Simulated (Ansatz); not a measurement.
`FB[SiH3]` + CH₃SH → `CSB[SiH3]` + H–F at 298.15 K and 1 bar (ligand exchange at a B–F bond).

Gas-phase electronic energies from Ansatz, PBE0-D4/def2-TZVP geometries. CCSD(T)/CBS is the MP2 limit (def2-TZVPP, def2-QZVPP) plus CCSD(T) − MP2 in def2-TZVPP, frozen cores. This one scheme is used for every species. One conformer a species, not always the lowest.

| species | CCSD(T)/CBS energy (Eh) | H − E (kJ/mol) | S (J/(mol·K)) |
| --- | --- | --- | --- |
| `FB[SiH3]` | -416.08982 | 118.1 | 297.3 |
| CH₃SH | -438.22835 | 133.0 | 253.2 |
| `CSB[SiH3]` | -753.91766 | 221.4 | 350.9 |
| H–F | -100.39570 | 33.5 | 173.6 |

H − E and S are ideal-gas, rigid-rotor, harmonic terms from PBE0-D4/def2-TZVP, for one conformer and one mirror image of each species. 1 Eh = 2625.50 kJ/mol, R = 8.31446 J/(mol·K).

**Question.** By hand: ΔE, ΔH, ΔS and ΔG.

**Answer.** ΔE = (-753.91766) + (-100.39570) − (-416.08982) − (-438.22835) = 0.00481 Eh = 12.6 kJ/mol. Δ(H − E) = 221.4 + 33.5 − 118.1 − 133.0 = 3.8, so ΔH = 16.4 kJ/mol. ΔS = 350.9 + 173.6 − 297.3 − 253.2 = -26.0 J/(mol·K). ΔG = 16.4 − 298.15 × (-26.0)/1000 = 24.2 kJ/mol.

**Question.** By hand: the equilibrium constant, and the temperature at which ΔG would vanish if ΔH and ΔS stayed fixed.

**Answer.** log₁₀ K = −ΔG/(RT ln 10) = -4.2. ΔH and −TΔS have one sign here, so there is no such temperature.

TΔS isn't small against ΔH here. A doubt of 5 kJ/mol in ΔE shifts log₁₀ K by 0.9 here. Other conformers and mirror images would add mixing entropy, several J/(mol·K) or more a flexible species. Modes under 60 cm⁻¹, often nearly free rotors, make the harmonic entropy too high. These are equilibria of isolated gas molecules and say nothing of rates. Largest T1 diagnostic: 0.015 (customary marks: 0.02 for closed shells, 0.045 for open ones).
